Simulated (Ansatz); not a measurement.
System: sum formula H$_{6}$SiN$_{3}$O, net charge 0, doublet state. It need not be the lowest isomer of its formula. 
Structure (B3LYP-D3(BJ)/def2-TZVP (Ansatz, an electronic-structure program) minimum search):
```xyz
11

Si    -0.0216     0.0059     0.0152
O     -0.5832    -1.4578     0.5331
N     -1.2215     1.2672    -0.0588
N      1.1579     0.6708     1.0451
N      0.5746    -0.3628    -1.5455
H     -0.8424    -1.5149     1.4557
H     -2.1235     0.9543    -0.4223
H      2.0252     0.2214     1.2830
H      1.1122     1.6346     1.3281
H      1.0808     0.3206    -2.0838
H      0.1388    -1.0628    -2.1243
```
Charge 0, spin multiplicity 2.

Basis-set convergence of Hartree-Fock and CCSD(T) correlation energies (hartree) with Ansatz. Valence correlation only, unless marked. UHF or UKS for open shells. Spin-orbit coupling is left out. Non-relativistic.

```csv
basis,functions,E(HF),"E(corr, CCSD(T))"
cc-pV(D+d)Z,109,-530.75533,-0.81685
cc-pV(T+d)Z,243,(withheld),(withheld)
```

Q: What belongs in the gaps?

A: 
- cc-pV(T+d)Z, E(HF): -530.86857
- cc-pV(T+d)Z, E(corr, CCSD(T)): -1.02812
